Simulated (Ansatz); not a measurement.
`C[CH2][Zn][SH]` and `[BH2][Zn][CH2]C` differ in one atom or group.

Ansatz, PBE0-D4/def2-TZVP geometries, multiplicity 1. Each molecule was computed in one conformer, which needn't be the lowest.

Scalar relativity is left out up to krypton.

| property | `C[CH2][Zn][SH]` |
| --- | --- |
| HOMO energy (B3LYP/def2-TZVPP) / eV | -6.82 |
| HOMO–LUMO gap (B3LYP/def2-TZVPP) / eV | 6.13 |
| LUMO energy (PBE/def2-TZVPP) / eV | -1.19 |
| HOMO energy (ωB97M-V/def2-TZVPP) / eV | -9.29 |
| LUMO energy (PBE0/def2-TZVPP) / eV | -0.44 |
| size of the dipole moment (B3LYP/def2-TZVPP) / D | 1.90 |

**Question.** Give the same properties after the change, and the shifts. (Best estimate.)

**Answer.** Ansatz gave: 
```tsv
property	`[BH2][Zn][CH2]C`	shift
HOMO energy (B3LYP/def2-TZVPP) / eV	-6.28	0.54
HOMO–LUMO gap (B3LYP/def2-TZVPP) / eV	3.71	-2.42
LUMO energy (PBE/def2-TZVPP) / eV	-3.34	-2.15
HOMO energy (ωB97M-V/def2-TZVPP) / eV	-8.62	0.67
LUMO energy (PBE0/def2-TZVPP) / eV	-2.35	-1.91
size of the dipole moment (B3LYP/def2-TZVPP) / D	0.13	-1.77
```

With PBE0 the HOMO rises by 0.60 eV and the LUMO falls by 1.91 eV, so the gap narrows by about 2.51 eV. PBE moves the HOMO by 0.48 eV and ωB97M-V by 0.67 eV. Dipoles are sizes alone; their direction can turn.

B3LYP here is the variant with VWN-RPA as its local correlation; programs differ in this.
